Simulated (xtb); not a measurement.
xtb input (GFN2-xTB):

```bash
xtb mol.xyz --gfn 2 --ohess tight --chrg -1 --uhf 0
```
mol.xyz:
```
11

Ge     1.46993563     0.06511921     0.00756308
C     -0.38101528     0.14356599    -0.04429770
C     -1.29678640     1.14731312    -0.47588688
C     -2.54917121     0.51170262    -0.20751447
C     -2.40682220    -0.75422996     0.26778790
O     -1.01654544    -1.01662087     0.38121459
H      2.16763410    -1.06726846    -0.85996897
H      2.11224032     1.45155295    -0.50208061
H      2.11191201    -0.16453235     1.44491564
H     -3.55156866     0.96891060    -0.41786387
H     -3.04135027    -1.58328113     0.52040774
```

End of the output:

```
       2    140.84    -0.83258 ( 98.44%)    -0.74965 (  1.56%)    -0.83128
       3    144.95    -0.81617 ( 98.60%)    -0.74112 (  1.40%)    -0.81512
   ------------------------------------------------------------------------

   temp. (K)  partition function   enthalpy   heat capacity  entropy
                                   cal/mol     cal/K/mol   cal/K/mol   J/K/mol
 298.15  VIB   25.5                 2468.632     17.966     14.602
         ROT  0.238E+06              888.752      2.981     27.582
         INT  0.607E+07             3357.384     20.947     42.184
         TR   0.163E+28             1481.254      4.968     40.739
         TOT                        4838.6381    25.9153    82.9229   346.9495

       T/K    H(0)-H(T)+PV         H(T)/Eh          T*S/Eh         G(T)/Eh
   ------------------------------------------------------------------------
    298.15    0.771086E-02    0.723557E-01    0.393994E-01    0.329564E-01
   ------------------------------------------------------------------------

         :::::::::::::::::::::::::::::::::::::::::::::::::::::
         ::                  THERMODYNAMIC                  ::
         :::::::::::::::::::::::::::::::::::::::::::::::::::::
         :: total free energy         -17.168274432418 Eh   ::
         ::.................................................::
         :: total energy              -17.201230802629 Eh   ::
         :: zero point energy           0.064644866334 Eh   ::
         :: G(RRHO) w/o ZPVE           -0.031688496123 Eh   ::
         :: G(RRHO) contrib.            0.032956370211 Eh   ::
         :::::::::::::::::::::::::::::::::::::::::::::::::::::

optimized geometry written to: xtbopt.xyz

           -------------------------------------------------
          | TOTAL ENERGY              -17.201230802629 Eh   |
          | TOTAL ENTHALPY            -17.128875075694 Eh   |
          | TOTAL FREE ENERGY         -17.168274432418 Eh   |
          | GRADIENT NORM               0.000611558497 Eh/α |
          | HOMO-LUMO GAP               2.702254099184 eV   |
           -------------------------------------------------

------------------------------------------------------------------------
------------------------------------------------------------------------
 total:
 SCF:
 ANC optimizer:
Note: The following floating-point exceptions are signalling: IEEE_UNDERFLOW_FLAG IEEE_DENORMAL
normal termination of xtb
 analytical hessian:
```

It need not be the lowest isomer of its formula. Whether it binds its extra electron was not tested at this geometry.
